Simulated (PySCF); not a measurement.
## A survey of 17O NMR shifts

No relativistic terms, in vacuum, one conformer, fast rotation and ring inversion assumed for equivalent nuclei. Structure optimised with GFN2-xTB; σ from GIAO-PBE0/pcSseg-1; PySCF 2.14.

Shieldings were converted by a linear fit to measured shifts: 17O (scatter 10.7 ppm rms, 12.2 ppm with the 3 outliers that the fit left out vs liquid water, solution or neat liquid). Occasional misses reach two or three times the rms, and more in compound classes unlike the fitted ones.

Q: Give the 17O shifts of `CP1(=O)CCCCC1`, `CCC[P@@]1(=O)C[C@H]1C`.

A: 
| compound | environment | δ (ppm) |
| --- | --- | --- |
| CP1(=O)CCCCC1 | P=O oxygen | 63.1 |
| CCC[P@@]1(=O)C[C@H]1C | P=O oxygen | 0.8 |

Q: Order these by 17O shift, lowest first.
A. CC1(C)S[SiH2]C=CC1=O
B. C[P@@H](=O)C1CCCC1
C. CSc1coc(N(C)C)p1
D. C#C[SiH2][Si@@H](P)OCC
E. CC(C)P1(=O)CCC1

A: D (-13.2 ppm, oxygen bonded to C, Si), B (46.9 ppm, P=O oxygen), E (84.6 ppm, P=O oxygen), C (235.2 ppm, aromatic ring oxygen), A (555.2 ppm, ketone oxygen).
